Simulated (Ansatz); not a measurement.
**Molecular dynamics, step by step**

AlH$_{2}$ClF$_{2}$, singlet, PBE0-D4/def2-SVP (Ansatz 0.2.0). Settings (timestep in fs, temperature in K; T counts 12 degrees of freedom):

```yaml
hamiltonian: {xc: pbe0, dispersion: d4}
md: {n_steps: 80, timestep: 0.5, temperature: 300, ensemble: nve, seed: 452, initial_velocities: maxwell_boltzmann}
```

Start, the saddle point found with PBE0-D4 in triple zeta (not stationary at another level):

```
6
angstrom
Al -0.1536 -0.5512 -0.1698
H -1.0873 0.4910 0.6858
F -0.5516 -0.7348 -1.7484
F 0.5069 -1.7824 0.6861
H -0.0125 1.2488 0.5421
Cl 1.2982 1.3289 0.0042
```

```csv
step,time (fs),potential energy less the start (meV),kinetic energy (meV),T (K)
0,0.00,0.0,155.1,300
5,2.50,10.5,144.6,280
10,5.00,48.2,107.1,207
15,7.50,69.1,86.2,167
20,10.00,69.9,85.3,165
25,12.50,86.8,68.4,132
30,15.00,86.6,68.7,133
35,17.50,58.4,96.6,187
40,20.00,70.3,84.9,164
45,22.50,60.9,94.4,183
50,25.00,31.8,123.2,238
55,27.50,44.1,111.4,215
60,30.00,-6.0,161.0,311
65,32.50,-22.6,177.8,344
70,35.00,-44.0,199.4,386
75,37.50,-100.4,255.3,494
80,40.00,-104.2,259.6,502
```

Step 5, positions (Å) and forces (eV/Å):

| atom | x | y | z | Fx | Fy | Fz |
| --- | --- | --- | --- | --- | --- | --- |
| Al1 | -0.152 | -0.551 | -0.168 | 0.014 | 0.108 | 0.139 |
| H2 | -1.096 | 0.454 | 0.707 | -0.050 | 0.215 | -0.081 |
| F3 | -0.554 | -0.725 | -1.757 | -0.041 | -0.037 | -0.203 |
| F4 | 0.511 | -1.788 | 0.697 | 0.098 | -0.181 | 0.077 |
| H5 | -0.069 | 1.298 | 0.478 | 0.364 | -0.181 | 0.024 |
| Cl6 | 1.298 | 1.326 | 0.003 | -0.384 | 0.076 | 0.045 |

Step 10, positions (Å) and forces (eV/Å):

| atom | x | y | z | Fx | Fy | Fz |
| --- | --- | --- | --- | --- | --- | --- |
| Al1 | -0.149 | -0.550 | -0.166 | 0.016 | -0.193 | 0.061 |
| H2 | -1.108 | 0.430 | 0.723 | -0.040 | 0.297 | -0.194 |
| F3 | -0.557 | -0.716 | -1.766 | 0.067 | -0.013 | 0.138 |
| F4 | 0.516 | -1.795 | 0.707 | -0.022 | 0.064 | -0.133 |
| H5 | -0.104 | 1.336 | 0.416 | 0.657 | -0.292 | 0.086 |
| Cl6 | 1.296 | 1.324 | 0.002 | -0.678 | 0.136 | 0.042 |

Step 15, positions (Å) and forces (eV/Å):

```
atom       x       y       z      Fx      Fy      Fz
 Al1  -0.147  -0.549  -0.163  -0.155  -0.480   0.016
  H2  -1.122   0.423   0.727   0.021   0.206  -0.305
  F3  -0.560  -0.707  -1.775   0.188  -0.001   0.439
  F4   0.521  -1.801   0.717  -0.113   0.283  -0.319
  H5  -0.102   1.359   0.359   0.658  -0.208   0.204
 Cl6   1.294   1.321   0.001  -0.599   0.200  -0.035
```

Last step (80):

Al1  (-0.246, -0.636, -0.146)
H2  (-1.303, 0.146, 0.752)
F3  (-0.488, -0.633, -1.769)
F4  (0.553, -1.783, 0.731)
H5  (0.315, 1.754, 0.616)
Cl6  (1.306, 1.334, -0.031)
(Å)

The run took about 59 s on 2 CPU threads of an Intel Xeon 6975P-C (shared host).
